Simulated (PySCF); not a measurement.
## From a log to its input

A PySCF 2.14 run on the atoms Sb 0 0 0; F 0 0 2.08 (angstrom) printed this (some set-up lines and the per-cycle HOMO/LUMO lines with their warnings removed):

```
PySCF version 2.14.0


nuclear repulsion = 8.90442422221154
number of shells = 8
number of NR pGTOs = 36
number of NR cGTOs = 16
basis = sbkjc
ecp = {'Sb': 'sbkjc', 'F': 'sbkjc'}

******** <class 'pyscf.scf.uhf.UHF'> ********
method = UHF
initial guess = minao
damping factor = 0
level_shift factor = 0
DIIS = <class 'pyscf.scf.diis.CDIIS'>
SCF conv_tol = 1e-09
SCF max_cycles = 50
number electrons alpha = 6  beta = 5
init E= -27.5229632699919

cycle= 1 E= -28.2761314890864  delta_E= -0.753  |g|= 1.04  |ddm|= 2.15
cycle= 2 E= -28.4866580825144  delta_E= -0.211  |g|= 0.819  |ddm|= 1.19
cycle= 3 E= -28.7873911907892  delta_E= -0.301  |g|= 0.0863  |ddm|= 0.583
cycle= 4 E= -28.7948873074957  delta_E= -0.0075  |g|= 0.022  |ddm|= 0.161
cycle= 5 E= -28.7963737475139  delta_E= -0.00149  |g|= 0.0106  |ddm|= 0.0764
cycle= 6 E= -28.7967035005598  delta_E= -0.00033  |g|= 0.00276  |ddm|= 0.0403
cycle= 7 E= -28.7967272857913  delta_E= -2.38e-05  |g|= 0.00185  |ddm|= 0.00958
cycle= 8 E= -28.7967515497968  delta_E= -2.43e-05  |g|= 0.00133  |ddm|= 0.0117
cycle= 9 E= -28.7967781739283  delta_E= -2.66e-05  |g|= 0.000364  |ddm|= 0.0253
cycle= 10 E= -28.7967793586866  delta_E= -1.18e-06  |g|= 0.000117  |ddm|= 0.00545
cycle= 11 E= -28.7967794024442  delta_E= -4.38e-08  |g|= 3.23e-05  |ddm|= 0.000999
cycle= 12 E= -28.7967794045601  delta_E= -2.12e-09  |g|= 9.63e-06  |ddm|= 8.26e-05
cycle= 13 E= -28.796779404849  delta_E= -2.89e-10  |g|= 4.41e-06  |ddm|= 2.95e-05
Extra cycle  E= -28.7967794048904  delta_E= -4.15e-11  |g|= 2.75e-06  |ddm|= 8.22e-06
converged SCF energy = -28.7967794048904  <S^2> = 0.75687526  2S+1 = 2.0068635

******** <class 'pyscf.tdscf.uhf.TDHF'> for <class 'pyscf.scf.uhf.UHF'> ********
nstates = 5
deg_eia_thresh = 1.000e-03
wfnsym = None
conv_tol = 1e-05
eigh lindep = 1e-12
eigh level_shift = 0
eigh max_cycle = 100

Excitation energies (eV)
[5.53273482e-05 3.25531845e+00 3.42982774e+00 3.58028025e+00
 5.27738142e+00]

** Excitation energies and oscillator strengths **
Excited State   1:      0.00006 eV 22409206.60 nm  f=0.0000
Excited State   2:      3.25532 eV    380.87 nm  f=0.0013
Excited State   3:      3.42983 eV    361.49 nm  f=0.0123
Excited State   4:      3.58028 eV    346.30 nm  f=0.0000
Excited State   5:      5.27738 eV    234.94 nm  f=0.0565

WARN: System has nonzero charge 1; the dipole moment is origin-dependent.
Location of origin: [0. 0. 0.]

Dipole moment(X, Y, Z, Debye): -0.00000,  0.00000, -3.74893
orbital energies (hartree): [array([-0.8085, -0.7578, -0.6287, -0.3344, -0.2237,  0.0153]), array([-0.815 , -0.8116, -0.7631, -0.3105, -0.2684, -0.205 ])]
```

Task: Write the input that gave this log.

Result: The input was:

```python
from pyscf import gto, scf, tdscf

mol = gto.M(
    atom='Sb 0 0 0; F 0 0 2.08',
    basis='sbkjc',
    ecp={'Sb': 'sbkjc', 'F': 'sbkjc'},
    charge=1,
    spin=1,
    verbose=4,
)
mf = scf.UHF(mol)
mf.kernel()
td = tdscf.TDHF(mf)
td.nstates = 5
td.kernel()
td.analyze(verbose=3)
mf.dip_moment()
print('orbital energies (hartree):', [e[max(0, n-3):n+3].round(4) for e, n in zip(mf.mo_energy, mol.nelec)])
```

The bond length is a typed value, not an optimised one. The dipole of an ion depends on the origin. No search for the lowest solution was made.
